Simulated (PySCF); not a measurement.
W(OH)3 (H₃O₃W), SMILES [W]([OH])([OH])[OH] (connectivity only; charge and spin as stated), neutral, multiplicity 4.

Coordinates come from a B3LYP-D3(BJ)/def2-SVP optimisation. The spin state was assumed, not searched. The def2 effective core potentials stand for the cores of W; spin–orbit coupling is left out. The values are those of a single conformer.

All values below come from B3LYP-D3(BJ)/def2-SVP (PySCF).

Frequencies are harmonic and unscaled.

| mode | ν (cm⁻¹) | IR (km/mol) | moving atoms (share of kinetic energy) |
|---|---|---|---|
| 1 | 153 | 4.6 | O 67 %, W 21 %, H 12 % |
| 2 | 167 | 0.0 | O 80 %, H 11 %, W 8 % |
| 3 | 170 | 0.1 | O 81 %, H 10 %, W 8 % |
| 4 | 387 | 159.7 | H 88 %, O 12 % |
| 5 | 416 | 48.1 | H 90 %, O 10 % |
| 6 | 444 | 200.3 | H 89 %, O 11 % |
| 7 | 678 | 303.2 | O 50 %, H 46 % |
| 8 | 680 | 251.6 | O 83 %, W 11 % |
| 9 | 686 | 6.4 | H 48 %, O 42 %, W 9 % |
| 10 | 695 | 24.2 | H 93 % |
| 11 | 700 | 13.3 | O 88 %, H 12 % |
| 12 | 701 | 71.9 | H 76 %, O 22 % |
| 13 | 3760 | 94.4 | H 94 % |
| 14 | 3765 | 65.0 | H 94 % |
| 15 | 3767 | 47.6 | H 94 % |
